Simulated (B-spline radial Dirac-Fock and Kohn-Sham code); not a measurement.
Ca 4s: cross section and angular parameters

System: the free calcium atom in the configuration 1s2 2s2 2p6 3s2 3p6 4s2; threshold 5.23 eV (orbital energy of the model). The computed values come from an atomic code on a B-spline grid: Dirac-Hartree-Slater photoionisation with a Latter tail; cross sections with all multipoles, angular parameters from the dipole term and its interference with E2.

For linearly polarised light dσ/dΩ = σ/(4π) [1 + β P₂(cos θ) + (δ + γ cos²θ) sin θ cos φ], with θ from the polarisation vector and φ the angle between the beam and the projection of the electron momentum on the plane normal to the polarisation.

| hν (eV) | σ (kb) | β | γ |
| --- | --- | --- | --- |
| 52.6 | 84.3 | 1.999 | 0.131 |
| 56.4 | 77.7 | 1.999 | 0.137 |
| 66.3 | 63.7 | 2.000 | 0.146 |
| 80 | 50.0 | 2.000 | 0.148 |
| 94.2 | 40.2 | 2.000 | 0.143 |
| 150 | 20.7 | 2.000 | 0.100 |
| 221 | 11.4 | 2.000 | 0.042 |
| 300 | 6.89 | 2.000 | -0.004 |
| 375 | 4.69 | 2.000 | -0.029 |
| 471 | 3.12 | 2.000 | -0.042 |
| 611 | 1.93 | 2.000 | -0.036 |
| 613 | 1.91 | 2.000 | -0.035 |
| 622 | 1.86 | 2.000 | -0.034 |
| 711 | 1.45 | 2.000 | -0.021 |
| 800 | ? | ? | ? |
| 1000 | 0.749 | 2.000 | 0.044 |
| 1610 | 0.285 | 2.000 | 0.224 |
| 3030 | 0.0707 | 2.000 | 0.624 |
| 3600 | 0.0473 | 2.000 | 0.763 |
| 3680 | 0.0449 | 2.000 | 0.782 |
| 3740 | 0.0432 | 2.000 | 0.796 |
| 4000 | 0.0368 | 2.000 | 0.855 |
| 4040 | 0.0359 | 2.000 | 0.864 |
| 5270 | 0.0188 | 2.000 | 1.119 |
| 5414.7 | 0.0176 | 2.000 | 1.147 |
| 7840 | 0.00684 | 2.000 | 1.563 |
| 12000 | 0.00220 | 1.999 | 2.132 |
| 13500 | 0.00159 | 1.999 | 2.309 |
| 14000 | 0.00144 | 1.999 | 2.366 |

**Question.** Give the values at 800 eV.

**Answer.** σ = 1.15 kb, β = 2.000, γ = -0.004. For an s subshell δ is negligible.
